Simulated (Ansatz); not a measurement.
K₅H₆⁻. Total charge -1; singlet. Geometry PBE-D4/def2-SVPD.

```xyz
11

K    -0.685   -0.860   -2.918
K    -0.916    0.841    0.519
K     1.383   -2.301    0.548
K     2.788    1.700    1.080
K     0.532    3.159   -2.234
H    -1.423   -2.753    2.086
H    -0.873   -1.671   -0.523
H    -1.381   -2.460    1.358
H     1.211   -0.136    1.878
H     0.739    3.012    0.303
H    -1.374    1.469   -2.097
```

The restricted singlet is unstable towards broken spin symmetry in Hartree–Fock (as tested in another run); at LDA (SPW92)/def2-TZVPD, PBE-D4/def2-TZVPD, BLYP-D4/def2-TZVPD, r2SCAN-D4/def2-TZVPD and others this wasn't settled. At LDA (SPW92)/def2-TZVPD, PBE-D4/def2-TZVPD, BLYP-D4/def2-TZVPD, r2SCAN-D4/def2-TZVPD the highest occupied level of the charge -1 singlet lies above zero (up to 0.69 eV). The electron is either unbound and held by the finite basis, or the level is raised by self-interaction error. In the singlet, H6 and H8 lie 0.79 Å apart (atoms count from 1), so H2 has formed as a molecule. Another isomer (singlet) lies 0.17 eV lower at PBE0-D4/def2-TZVPD; other spin states weren't run for this one.

**Question.** Estimate the orbital energies around the gap (eV) in Ansatz with LDA (SPW92)/def2-TZVPD, PBE-D4/def2-TZVPD, BLYP-D4/def2-TZVPD, r2SCAN-D4/def2-TZVPD, ωB97X-V/def2-TZVPD.

**Answer.** 
```csv
orbital,LDA (SPW92)/def2-TZVPD,PBE-D4/def2-TZVPD,BLYP-D4/def2-TZVPD,r2SCAN-D4/def2-TZVPD,ωB97X-V/def2-TZVPD
HOMO−5,-7.30,-7.43,-7.37,-7.96,-11.89
HOMO−4,-2.22,-2.11,-1.95,-2.31,-5.68
HOMO−3,-1.66,-1.59,-1.44,-1.81,-5.00
HOMO−2,-1.62,-1.55,-1.40,-1.77,-4.96
HOMO−1,-1.31,-1.26,-1.13,-1.51,-4.60
HOMO,0.50,0.54,0.69,0.58,-0.30
LUMO,0.81,0.85,0.96,0.91,1.95
LUMO+1,0.85,0.89,1.00,0.96,2.00
LUMO+2,1.03,1.08,1.16,1.21,2.27
LUMO+3,1.28,1.31,1.47,1.40,2.30
LUMO+4,1.59,1.57,1.64,1.78,2.57
LUMO+5,1.62,1.65,1.85,1.86,2.85
```
